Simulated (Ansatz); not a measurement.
Isolated molecules relaxed with PBE0-D4/def2-TZVP in Ansatz; ΔE leaves out vibrations. CBS: MP2 limit from def2 TZ/QZ plus the TZ coupled-cluster correction, frozen cores. This one scheme is used for every species. One conformer a species, not always the lowest.

Reaction (silylene formation by 1,1-elimination): `C[SiH2]N[SiH3]` → `N[SiH3]` + `C[SiH]`

| species | CCSD(T)/CBS(def2) energy (Eh) |
| --- | --- |
| `C[SiH2]N[SiH3]` | -676.38390 |
| `N[SiH3]` | -346.80422 |
| `C[SiH]` | -329.46712 |

(1) Work out ΔE.

Largest T1 diagnostic among the species: 0.012.

## Answers

(1) ΔE = (-346.80422) + (-329.46712) − (-676.38390) = 0.11256 Eh = +295.5 kJ/mol.

From PBE to PBE0 (25 % exact exchange), in def2-TZVPP and without D4, ΔE moves by +14.5 kJ/mol. The D4 term adds +16.2 kJ/mol with B3LYP and +9.1 kJ/mol with PBE0; it sums over pairs of atoms, weighted by their polarisabilities, and B3LYP, whose exchange is more repulsive, gets the larger term. In def2-TZVPP, CCSD(T) changes the Hartree–Fock value by +5.1 kJ/mol (the triples alone add +2.7 kJ/mol) and MP2 by +25.0 kJ/mol.

B3LYP here is the variant with VWN-RPA as its local correlation; programs differ in this.
